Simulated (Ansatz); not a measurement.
Ansatz (a quantum-chemistry and plane-wave program) input (CCSD(T,full)/cc-pwCVTZ):
A basis named .json is the Basis Set Exchange file of that set.

Ansatz 0.2 input:
```yaml
crystal:
  periodic: [false, false, false]
  atoms:
    - {symbol: C, position_ang: [-1.56289751, 0.07488891, -0.02921117]}
    - {symbol: C, position_ang: [-0.35967586, -0.44105238, -0.71570794]}
    - {symbol: C, position_ang: [0.95593966, -0.09731581, -0.06182134]}
    - {symbol: O, position_ang: [1.07916202, 0.54670366, 0.94593619]}
    - {symbol: H, position_ang: [-1.46340044, 0.65405543, 0.87601448]}
    - {symbol: H, position_ang: [-2.54601833, -0.12457396, -0.42903952]}
    - {symbol: H, position_ang: [-0.29230953, -0.09028344, -1.75903592]}
    - {symbol: H, position_ang: [-0.37919533, -1.53842485, -0.82296003]}
    - {symbol: H, position_ang: [1.84742969, -0.49352672, -0.59202579]}
basis:
  gaussian:
    orbitals: cc-pwCVTZ.json
magnetization: {spin_polarized: true, initial_magnetization: 1}
correlation: {method: ccsd_t, frozen_orbitals: {C: 0, H: 0, O: 0}}
```

Output:

```
Functional definition: HF
integrals: 2.37 GiB planned
1410 factors; integrals over basis functions are off by at most 1.1e-3 eV
mean field: 1.01 GiB planned
mean field evaluation 1: about -5204.2482 eV, gradient 2.7e1 eV
mean field evaluation 2: about -5204.2516 eV, gradient 2.7e1 eV
mean field evaluation 4: about -5207.9119 eV, gradient 3.8e0 eV
mean field evaluation 8: about -5208.0408 eV, gradient 2.2e-1 eV
mean field evaluation 16: about -5206.7605 eV, gradient 1.9e1 eV
mean field evaluation 32: about -5200.3574 eV, gradient 1.2e1 eV
mean field evaluation 64: about -5204.9734 eV, gradient 5.8e-4 eV
mean field -5208.04200416 eV, -191.3920135152 hartree, gradient 2.1e-6 eV, S^2 0.763582; 4 other end points of the search recorded, 0 dependent functions left out
determinant -5208.04200416 eV, -191.3920135152 hartree, with singles and doubles -5233.60352443 eV, -192.3313820589 hartree
determinant -5204.97339374 eV, -191.2792441623 hartree, with singles and doubles -5229.59289591 eV, -192.1839941794 hartree
reference -5208.04200416 eV, -191.3920135152 hartree; 16, 15 occupied and 226, 227 virtual orbitals, 1410 factors
second order -24.54204640 eV of doubles, -0.00000000 eV of singles
coupled cluster: 8.80 GiB planned
cycle   1  -25.46341448 eV  change    -5.8e0 eV  update   2.8e-2
cycle   2  -25.55005715 eV  change   -8.7e-2 eV  update   5.7e-3
cycle   3  -25.54790106 eV  change    2.2e-3 eV  update   2.9e-3
cycle   4  -25.54763994 eV  change    2.6e-4 eV  update   9.9e-4
cycle   5  -25.54793530 eV  change   -3.0e-4 eV  update   5.1e-4
cycle   6  -25.54792656 eV  change    8.7e-6 eV  update   2.0e-4
cycle   7  -25.54809127 eV  change   -1.6e-4 eV  update   8.8e-5
cycle   8  -25.54813007 eV  change   -3.9e-5 eV  update   4.0e-5
cycle   9  -25.54810709 eV  change    2.3e-5 eV  update   1.8e-5
perturbative correction -0.88982935 eV, -0.0327006255 hartree
Total energy: -5234.47994060 eV, -192.3635897592 hartree
```

It need not be the lowest isomer of its formula.
